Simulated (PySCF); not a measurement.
Energy landscape of Al2O, singlet: symmetric bend, bond length relaxed. Scanned: Al-O-Al angle. Other coordinates (O-Al bond length) were minimised at B3LYP/def2-TZVP.

- B3LYP/cc-pVTZ (PySCF)
- RHF/STO-3G = restricted Hartree-Fock/STO-3G (PySCF)
- CCSD(T) on RHF/cc-pVTZ, 11 core orbitals frozen (PySCF)

Energies relative to the lowest point of each profile, in mEh:

| a / ° | B3LYP | RHF/STO-3G |
|---|---|---|
| 180 | 0.0 | 0.0 |
| 170 | 0.2 | 0.0 |
| 160 | 0.9 | 0.1 |
| 150 | 2.1 | 0.3 |
| 140 | 4.1 | 0.8 |
| 130 | 7.2 | 2.2 |
| 120 | 11.7 | 5.1 |
| 110 | 18.3 | 10.8 |
| 100 | 27.7 | 21.2 |
| 90 | 41.7 | 39.3 |
| 80 | 64.2 | 70.8 |

Q: Predict the corresponding CCSD(T) column.

A: 180: 0.0; 170: 0.2; 160: 0.7; 150: 1.8; 140: 3.5; 130: 6.1; 120: 10.3; 110: 16.5; 100: 25.9; 90: 40.6; 80: 64.3 (mEh).
